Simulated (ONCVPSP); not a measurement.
# Transferability test, ONCV potential for vanadium

- Element: V (Z = 23)
- Generator: ONCVPSP 4.0.1
- Type: optimised norm-conserving Vanderbilt (ONCV)
- Functional: PW91
- Relativity: scalar-relativistic
- Frozen core: [Ar]
- Valence charge: 5
- Reference configuration: 3d3.5 4s1.5
- Partial waves: 4s: rc 3.15 bohr, ncon 3, nbas 6, qcut 2 1/bohr, 2 projectors, debl 3.4 Ha; p scattering state at 0.39 Ha: rc 2.90 bohr, ncon 4, nbas 8, qcut 2.4 1/bohr, 1 projector; 3d: rc 1.55 bohr, ncon 3, nbas 7, qcut 11.2 1/bohr, 2 projectors, debl 0.6 Ha
- Local potential: polynomial inside 1.00 bohr (lpopt 5, dvloc0 1 Ha)
- Core correction: Teter function, fcfact 3, rcfact 1.65

In the p channel the program set the typed energies aside and used 0.050 Ha.

Energies are relative to the spin-unpolarised reference configuration 3d3.5 4s1.5; without spin polarisation the order of configurations can differ from experiment.

```tsv
valence configuration	charge	ΔE all-electron (eV)	error AE − PS (meV)
3d3 4s2	0	-0.045	-12
3d3 4s1	+1	7.740	-41
3d3 4s0	+2	22.064	-365
```

Problem. What are ΔE and the potential's error for 3d4 4s0?

Solution. ΔE = 7.163 eV all-electron; the error (AE − PS) is -113 meV.

Note: ghosts flagged at negative energy: s at -7.9 eV, p at -20.1 eV; no localised positive-energy state flagged. A true bound ghost makes a file unfit for plane-wave use.
